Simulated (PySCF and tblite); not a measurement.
Values are calculated unless marked as measured or tabulated.
Stationary points of C$_{8}$H$_{9}$N at PBE0-D3(BJ)/def2-SVP, in Å:

Structure A

```
 1 N     1.892    1.682    0.439
 2 C     1.172    0.518    0.221
 3 C     0.522   -0.220    1.215
 4 C    -0.346   -1.276    0.613
 5 C    -1.486   -0.357    0.907
 6 C    -1.911    0.290   -0.249
 7 C    -1.159   -0.139   -1.339
 8 C     0.849   -0.001   -1.037
 9 C    -0.124   -1.127   -0.915
10 H     2.555    1.911   -0.291
11 H     2.316    1.751    1.355
12 H     0.631   -0.068    2.289
13 H    -0.337   -2.289    1.037
14 H    -1.922   -0.251    1.900
15 H    -2.638    1.103   -0.276
16 H    -1.300    0.166   -2.377
17 H     1.252    0.348   -1.988
18 H     0.032   -2.042   -1.503
```

Structure B

```
 1 N     2.215    1.276    0.404
 2 C     1.475    0.121    0.265
 3 C     1.020   -0.716    1.230
 4 C    -0.037   -1.642    0.652
 5 C    -1.308   -0.830    0.838
 6 C    -1.556   -0.077   -0.248
 7 C    -0.594   -0.387   -1.321
 8 C     0.954   -0.284   -1.058
 9 C     0.211   -1.564   -0.872
10 H     2.830    1.496   -0.370
11 H     2.671    1.396    1.300
12 H     1.171   -0.579    2.303
13 H    -0.058   -2.657    1.076
14 H    -1.815   -0.741    1.802
15 H    -2.310    0.710   -0.318
16 H    -0.873   -0.259   -2.370
17 H     1.553   -0.093   -1.954
18 H     0.380   -2.454   -1.483
```

Level: PBE/pcSseg-1 + D3(BJ), IEF-PCM acetone on PBE0-D3(BJ)/def2-SVP stationary points, with GFN2-xTB thermal terms.

Which structure is a saddle point, and along which motion?

A: one imaginary mode (429i cm⁻¹ at GFN2-xTB, mostly on C7, C5, C8), along the Cope rearrangement (breaking C8–C7, making C3–C5).

Give their symmetry and energies above the lowest.

A Cs, 6.2 kcal/mol; B C1, 0.0 kcal/mol.
